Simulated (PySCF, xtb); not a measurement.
WO2Cl, SMILES [O]=[W+](=[O])[Cl], charge +1, multiplicity 1.

GFN2-xTB in xtb 6.7.1 at its own geometry gives an orbital gap of 1.67 eV.

Coordinates come from a PBE0-D3(BJ)/def2-SVP optimisation. The multiplicity is an assumed one; other spin states were not compared. The isomer is the one that the SMILES or the coordinates give; other isomers of the formula were not compared. The def2 effective core potentials stand for the cores of W; spin–orbit coupling is left out.

**Question.** What does r2SCAN/def2-TZVPD run with PySCF give? (An estimate is asked for; the answer gives what the named calculation found.)

**Answer.** gap 2.99 eV (levels -14.41 and -11.43 eV).
